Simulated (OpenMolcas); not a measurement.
Pt6+ among 6 point charges of -1.7 e arranged as a tetragonal octahedron (D4h), 1.98 Å from the ion, with the axial distance 2.356 Å.
```
   1.9800    0.0000    0.0000  -1.70
   0.0000    1.9800    0.0000  -1.70
  -1.9800    0.0000    0.0000  -1.70
   0.0000   -1.9800    0.0000  -1.70
   0.0000    0.0000    2.3562  -1.70
   0.0000    0.0000   -2.3562  -1.70
```

```json
{
 "Program": "OpenMolcas",
 "Method": "CASSCF",
 "Basis": "ANO-RCC-VTZP [8s7p5d3f1g]",
 "Scalar Hamiltonian": "DKH2, point nucleus",
 "Active space": "4 electrons in 5 orbitals (5d)",
 "State averaging": "2S+1 = 5 even, 5 roots; 2S+1 = 3 even, 45 roots; 2S+1 = 1 even, 50 roots",
 "Spin-orbit coupling": "RASSI with atomic mean-field integrals over the reference wave functions"
}
```

What is the spin-free ground state (labels of D4, the rotations of D4h)?

5B1, 1-fold in its orbital part, 100 % from free-ion D terms; it has the highest spin that d4 allows.

Where is the first state of the same spin?

5B2 at 5540 cm-1 above the ground state.

What are the lowest two levels with spin-orbit coupling?

A 1-fold level A1, then a 1-fold level A2 4941 cm-1 above it. Their leading multiplicities are 5 (62 %) and 5 (84 %).

What is χT at 300 K?

0.05 cm3 K/mol.

Spin-orbit coupling mixes the spin-free states strongly: the lowest level takes only 27 % from its leading state, 5B1. Without dynamic correlation the repulsion within the d shell is too large (B by tens of per cent), so at a given field states of lower spin stand too high. Point charges give a weaker field than real ligands, and real ions of this kind are as a rule low spin; the high spin found here belongs to the model. Point charges carry no covalency, so the field is a model and not that of real ligands. No measured value stands beside these numbers.
